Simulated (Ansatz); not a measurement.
Relaxation of C₂H₁₁AlOSi (16 atoms, charge 0, multiplicity 1), to a largest force component of 0.03 eV/Å in at most 50 steps.

Theory: RHF/def2-SVP in Ansatz 0.2.0.

```xyz
16
Properties=species:S:1:pos:R:3:forces:R:3
Al -0.265 -0.461 -0.503 0.06 1.22 1.69
H 2.328 0.648 -0.486 1.55 -0.53 -1.66
C 0.267 -2.330 -0.276 -0.01 0.02 -0.01
C -0.927 0.373 -2.147 0.00 -0.02 0.02
H 1.866 0.809 0.012 -1.26 0.56 1.53
O -0.196 0.588 0.959 -0.33 -1.21 -1.53
Si -0.243 1.491 2.308 0.00 -0.04 -0.05
H 1.043 -2.437 0.485 0.02 -0.01 0.02
H -0.587 -2.932 0.054 -0.02 -0.02 0.00
H 0.633 -2.779 -1.203 0.01 -0.01 -0.01
H -1.803 0.997 -1.949 -0.02 0.01 0.00
H -0.166 1.031 -2.579 0.02 0.01 -0.01
H -1.197 -0.358 -2.913 -0.01 -0.01 -0.02
H -0.226 0.641 3.525 -0.01 0.01 0.00
H 0.939 2.389 2.359 0.00 0.02 0.02
H -1.465 2.332 2.354 0.00 0.00 0.00
```

Task: Where does it end, and by what steps?

Result: The run converged. The force dipped under the threshold on the way, but the program's further checks kept it going. After 12 steps the energy has fallen by 0.253 eV; H5 moved furthest, 0.83 Å.

| step | energy less start (eV) | largest force component (eV/Å) | accepted |
| --- | --- | --- | --- |
| 0 | 0.0000 | 1.694 | yes |
| 1 | -0.1803 | 1.032 | yes |
| 2 | -0.2364 | 0.341 | yes |
| 3 | -0.2490 | 0.150 | yes |
| 4 | -0.2514 | 0.044 | yes |
| 5 | -0.2521 | 0.093 | yes |
| 6 | -0.2524 | 0.032 | yes |
| 7 | -0.2527 | 0.018 | yes |
| 8 | -0.2529 | 0.011 | yes |
| 9 | -0.2525 | 0.143 | no |
| 10 | -0.2531 | 0.018 | yes |
| 11 | -0.2532 | 0.045 | yes |
| 12 | -0.2532 | 0.019 | yes |

```xyz
16
Properties=species:S:1:pos:R:3
Al -0.362 -0.421 -0.388
H 2.799 0.464 -0.923
C 0.243 -2.280 -0.226
C -0.979 0.388 -2.067
H 2.616 0.896 -0.341
O -0.386 0.543 1.014
Si -0.419 1.459 2.360
H 0.954 -2.416 0.595
H -0.606 -2.944 -0.022
H 0.713 -2.646 -1.145
H -1.859 1.021 -1.914
H -0.201 1.032 -2.492
H -1.229 -0.357 -2.828
H -0.412 0.610 3.576
H 0.766 2.349 2.410
H -1.638 2.303 2.392
```

Time of the run: 29 s on 2 threads of Arm Neoverse V1, on a shared host, peak memory 0.3 GiB.
